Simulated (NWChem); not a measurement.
## Correlation energy of aminoborane (H₄BN)

SMILES: BN
```xyz
6

B      0.0000     0.0000     0.7762
N      0.0000     0.0000    -0.6112
H     -1.0575     0.0000     1.3645
H      1.0575     0.0000     1.3645
H      0.8464     0.0000    -1.1658
H     -0.8464     0.0000    -1.1658
```
Charge 0, spin multiplicity 1.

Everything below was run with NWChem. All single points use one geometry, from PBE0/def2-SVP, a minimum by its harmonic frequencies. It is one conformer; others weren't searched.

Basis set: 3-21G. Each correlation energy counts from its own Hartree-Fock reference.

The correlated methods keep 2 core orbitals frozen. Coupled-cluster values serve here as a point of comparison, not as the truth.

### Question
For the correlation energy, CR-CCSD(T) gives -190.9 mHa and SCS-MP2 gives -169.1 mHa. What do CCSD+T(CCSD), MP2, CCSDT give?

### Answer
CCSD+T(CCSD): -192.2 mHa; MP2: -165.1 mHa; CCSDT: -192.1 mHa.
